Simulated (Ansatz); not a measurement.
Consider the homolysis of the N–Si bond: `CN[Si](F)(Cl)OC` → `C[NH]`• + `CO[Si](F)Cl`•.

Gas-phase electronic energies from Ansatz, PBE0-D4/def2-TZVP geometries. CCSD(T)/CBS adds triple-zeta CCSD(T) − MP2 to the extrapolated MP2 energy (def2 sets, frozen cores). Functionals use def2-TZVPP. No spin–orbit coupling; open shells (•) take unrestricted orbitals. Each species was taken in one conformer, which may not be the lowest.

`CN[Si](F)(Cl)OC`:

Cartesian coordinates in Å:
```
C 1.333 -0.598 -1.293
N 1.257 0.026 0.013
Si 0.094 1.169 0.445
F 0.410 1.553 1.953
Cl 0.127 2.895 -0.637
O -1.410 0.607 0.258
C -1.886 -0.604 0.814
H 1.689 -1.629 -1.212
H 1.988 -0.059 -1.987
H 0.338 -0.632 -1.741
H 2.129 0.037 0.518
H -2.735 -0.939 0.216
H -1.115 -1.380 0.807
H -2.220 -0.445 1.843
```

`C[NH]`•:

Z-matrix (Å, degrees):
```
C
N 1 1.430
H 1 1.101 2 111.7
H 1 1.101 2 111.4 3 -117.9
H 1 1.091 2 110.8 3 121.2
H 2 1.025 1 106.9 3 58.2
```

`CO[Si](F)Cl`•:

```xyz
8

C     0.020    1.209    0.136
O     0.234    0.069   -0.675
Si   -0.415   -1.403   -0.483
F     0.403   -2.360   -1.451
Cl   -0.163   -2.062    1.451
H    -0.985    1.613   -0.016
H     0.750    1.963   -0.157
H     0.156    0.972    1.194
```

| level | ΔE (kcal/mol) |
| --- | --- |
| PBE-D4 | 104.8 |
| ωB97M-V | 113.7 |
| B2PLYP | 107.3 |
| PBE0 | 104.7 |
| HF/def2-TZVPP | 84.1 |
| MP2/def2-TZVPP | 117.3 |
| MP2/def2-QZVPP | 118.9 |
| MP2/CBS(def2) | 120.1 |

What does CCSD(T)/CBS give? (Estimate.)

Computed: +114.0 kcal/mol. The listed levels differ from it by -9.2, -0.3, -6.7, -9.3, -29.9, 3.3, 4.9, 6.1 kcal/mol.

Largest T1 diagnostic among the species: 0.013.

From PBE to PBE0 (25 % exact exchange), in def2-TZVPP and without D4, ΔE moves by +3.0 kcal/mol. The D4 term adds +4.8 kcal/mol with B3LYP and +2.7 kcal/mol with PBE0; it sums over pairs of atoms, weighted by their polarisabilities, and B3LYP, whose exchange is more repulsive, gets the larger term. In def2-TZVPP, CCSD(T) changes the Hartree–Fock value by +27.2 kcal/mol (the triples alone add +1.8 kcal/mol) and MP2 by +33.3 kcal/mol; breaking electron pairs costs correlation energy, which Hartree–Fock lacks.

B3LYP here is the variant with VWN-RPA as its local correlation; programs differ in this.
